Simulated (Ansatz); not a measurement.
Compare A (`CNc1ccccc1`) with its isomer B (`Cc1cccc(N)c1`).

Isolated molecules relaxed with PBE0-D4/def2-TZVP in Ansatz; ΔE leaves out vibrations. CCSD(T)/CBS is the MP2 limit (def2-TZVPP, def2-QZVPP) plus CCSD(T) − MP2 in def2-TZVPP, frozen cores. DFT in def2-TZVPP. B3LYP here is the variant with VWN-RPA as its local correlation; programs differ in this. Each species was taken in one conformer, which may not be the lowest.

A:

```xyz
17

C    -0.163    1.346   -2.263
N    -0.875    1.063   -1.048
C    -0.350    0.232   -0.082
C     0.742   -0.602   -0.337
C     1.215   -1.456    0.649
C     0.628   -1.497    1.903
C    -0.453   -0.663    2.162
C    -0.937    0.188    1.189
H    -0.075    0.448   -2.880
H    -0.724    2.083   -2.838
H     0.850    1.737   -2.091
H    -1.436    1.816   -0.690
H     1.224   -0.587   -1.306
H     2.062   -2.096    0.427
H     1.006   -2.164    2.667
H    -0.927   -0.676    3.137
H    -1.788    0.829    1.401
```

B:

Z-matrix (Å, degrees):
```
C
C 1 1.499
H 1 1.092 2 111.5
H 1 1.092 2 111.3 3 121.0
H 1 1.095 2 110.8 3 -119.7
C 2 1.388 1 120.3 3 28.8
C 2 1.392 1 120.7 3 -152.5
C 6 1.395 2 121.5 1 178.4
H 6 1.087 2 119.4 1 -2.0
C 7 1.386 2 119.9 1 -178.4
H 7 1.084 2 119.9 1 1.7
N 8 1.387 6 120.5 2 177.2
C 8 1.395 6 118.7 2 0.1
H 10 1.085 7 119.8 2 -180.0
H 12 1.007 8 115.3 6 25.0
H 12 1.007 8 115.3 6 158.5
H 13 1.085 8 119.7 6 179.5
```

**Question.** Which isomer does CCSD(T)/CBS put lower? Give the gap. (Best estimate.)

**Answer.** The calculation gave: B, by 37.9 kJ/mol.

**Question.** Give E(B) − E(A) in kJ/mol with CCSD(T)/def2-TZVPP, B3LYP, B3LYP-D4, BLYP-D4, MP2/def2-TZVPP, ωB97M-V, CCSD(T)/def2-SVP. (An estimate is asked.)

**Answer.** Ansatz gave: CCSD(T)/def2-TZVPP -37.6, B3LYP -34.4, B3LYP-D4 -34.6, BLYP-D4 -33.6, MP2/def2-TZVPP -39.7, ωB97M-V -37.4, CCSD(T)/def2-SVP -34.0. None reverses the order clearly.

Largest T1 diagnostic: 0.011.

At CCSD(T), def2-SVP lies +3.8 kJ/mol from the extrapolated value and def2-TZVPP +0.3 kJ/mol. Leaving LDA and LC-ωPBE aside and taking each functional with its dispersion term where it has one, the values, not all of them listed here, spread over 6.3 kJ/mol, from B97M-V to BLYP-D4.
